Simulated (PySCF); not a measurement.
Computed shifts of a molecule C3H9NSi2, PBE0/pcSseg-1 (PySCF), GIAO, gas phase, atoms alike by connectivity averaged where their shifts nearly agree, in ppm (number of nuclei): ¹³C: 103.7 (1), 93.0 (1), 2.1 (1). ²⁹Si: -35.4 (1), -55.9 (1). ¹⁵N: 11.9 (1). ¹H: 5.00 (1), 4.91 (3), 2.62 (1), 0.72 (3), 0.18 (1). References: ¹³C against TMS (σ = 186.3 ppm); ²⁹Si against TMS (σ = 352.7 ppm); ¹⁵N against NH3 (σ = 267.4 ppm); ¹H against TMS (σ = 31.56 ppm), references at their B3LYP-D3(BJ)/def2-TZVP geometries, non-relativistic. Geometry optimised at B3LYP-D3(BJ)/def2-SVP. The values are those of a single conformer.

Problem. Which structure fits?
A. [SiH3]C1=NC[C@H]1[SiH3]
B. C[SiH2][SiH2]CC#N
C. C#C[Si@@H](C)N[SiH3]
D. CN[SiH2]C#C[SiH3]

Solution. C, C#C[Si@@H](C)N[SiH3]
